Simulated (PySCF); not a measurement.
BeClH2N, SMILES [NH2][Be][Cl]. Atoms are numbered in the order given.

```xyz
5

Be     0.0000     0.0000     0.5433
Cl     0.0000     0.0000    -1.2761
N      0.0000     0.0000     2.0408
H      0.0000    -0.8247     2.6173
H      0.0000     0.8247     2.6173
```
Charge 0, spin multiplicity 1.

Geometry: PBE0-D3(BJ)/def2-TZVP. The values are those of a single conformer.

All values below come from PySCF with r2SCAN/def2-TZVPD.

| Quantity | Result |
|---|---|
| total energy | -530.98227 hartree |
| point group | C2v |
| highest occupied level | -6.49 eV |
| lowest empty level | -0.44 eV |
| orbital gap | 6.05 eV |
| dipole moment | 2.17 D |
| quadrupole, principal values (traceless, Buckingham form, about the centre of nuclear charge) | -3.53, 0.95, 2.58 D·Å |
| mean static polarisability | 38.9 bohr³ (5.77 Å³) |
| polarisability, principal values | 32.8, 35.0, 49.0 bohr³ |
